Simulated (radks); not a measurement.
All-electron atom: P I in [Ne] 3s2 3p1 4f2 (not the ground configuration).

Calculated with a radial shooting solver on a logarithmic mesh with Libxc functionals: scalar-relativistic Kohn-Sham, BLYP, spin-polarised, spherical densities, finite nucleus; open shells are filled with parallel spins first; Fermi nuclear charge, rms radius 3.1889 fm.

Energy parts (Ry):
| part | energy |
|---|---|
| total | -682.43621 |
| kinetic | 684.69400 |
| electron-nucleus | -1611.51911 |
| Hartree | 289.78610 |
| exchange-correlation | -45.39721 |

Orbitals (lengths in bohr, moments of r in powers of bohr):
\begin{tabular}{lrrrrr}
orbital & occ. & eigenvalue (Ry) & <r> & <r^2> & <1/r> \\ \hline
1s up & 1 & -154.6331 & 0.1036 & 0.01445 & 14.65 \\
1s down & 1 & -154.6221 & 0.1036 & 0.01444 & 14.65 \\
2s up & 1 & -14.07394 & 0.5196 & 0.3220 & 2.823 \\
2s down & 1 & -14.06294 & 0.5195 & 0.3218 & 2.823 \\
2p up & 3 & -10.45798 & 0.4844 & 0.2946 & 2.715 \\
2p down & 3 & -10.44290 & 0.4843 & 0.2944 & 2.715 \\
3s up & 1 & -2.09605 & 1.739 & 3.468 & 0.7892 \\
3s down & 1 & -2.00280 & 1.745 & 3.507 & 0.7895 \\
3p up & 1 & -1.38313 & 1.964 & 4.479 & 0.6860 \\
4f up & 2 & -0.03879 & 10.51 & 124.1 & 0.1083 \\
\end{tabular}

The highest occupied level is 4f up at -0.528 eV. The spin density at the nucleus is -0.10908 e/bohr^3 (1s -0.09878, 2s 0.05018, 3s -0.06048). The electron density at the nucleus is 2399 e/bohr^3 (large components only). The density falls to 0.001 e/bohr^3 at r = 3.52 bohr. Spin moment in Bohr magnetons: 3. Summed over all electrons, <r^2> = 262.2 bohr^2, which gives a Langevin (diamagnetic) susceptibility term of -208 x 10^-6 cm^3/mol.

Run on one thread of a shared host, so times are rough (Arm Neoverse N1): 0.41 s of CPU time, 0.41 s wall, 45 iterations on 2381 mesh points.

Empty levels of this run are not shown, since the potential may be unsettled where no density lies.
